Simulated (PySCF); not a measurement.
SMILES [F][GeH]([F])[Cl] (PBE0/def2-SVP optimised geometry):

```
5

Ge    -0.530    -0.594     0.000
F      1.188    -0.594     0.000
F     -0.977    -1.301    -1.501
Cl    -1.188     1.421     0.000
H     -1.063    -1.421     1.160
```

Method: PBE0/def2-TZVP run with PySCF.

Problem. What are the frontier orbital energies and the dipole moment?

Solution. HOMO-2 -10.95 eV, HOMO-1 -10.07 eV, HOMO -9.99 eV, LUMO -0.88 eV, LUMO+1 0.11 eV; dipole moment 2.18 D.

On the same geometry PBE/def2-TZVP (PySCF) gives HOMO-2 -9.29 eV, HOMO-1 -8.54 eV, HOMO -8.50 eV, LUMO -1.94 eV, LUMO+1 -0.77 eV; dipole moment 2.04 D.

Meta-Löwdin charges at PBE0/def2-TZVP: Ge1 1.29, F2 -0.49, F3 -0.49, Cl4 -0.26, H5 -0.05.
